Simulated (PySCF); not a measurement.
Working out the ionisation energy of Ag⁺

Ag⁺ [Kr] 4d10 (1S) → Ag²⁺ [Kr] 4d9 (2D). Computed with PySCF 2.14 in aug-cc-pVTZ-PP with ECP28MDF (6s6p5d3f2g, 88 functions), with scalar relativity through the core potential. Frozen: 4s2 4p6. Energies in hartree (1 hartree = 27.21139 eV):

| part | Ag⁺ (lower) | Ag²⁺ (upper) |
| --- | --- | --- |
| UHF | -145.821671 | -145.098761 |
| CCSD correlation | -0.344031 | -0.280694 |
| (T) | -0.012850 | -0.007992 |

What does Hartree-Fock give?

(-145.098761) − (-145.821671) = 0.722910 hartree = 19.671 eV.

What do CCSD and CCSD(T) give?

The CCSD correlation energies differ by 0.063337 hartree = 1.723 eV and the triples by 0.004858 hartree = 0.132 eV, so CCSD gives 21.394 eV and CCSD(T) 21.526 eV.

Reference: 21.484 eV (measured; NIST Atomic Spectra Database, ionization energies), between the lowest levels; spin-orbit coupling is absent from the calculation.

What remains against the reference includes basis incompleteness, the frozen core and higher excitations.
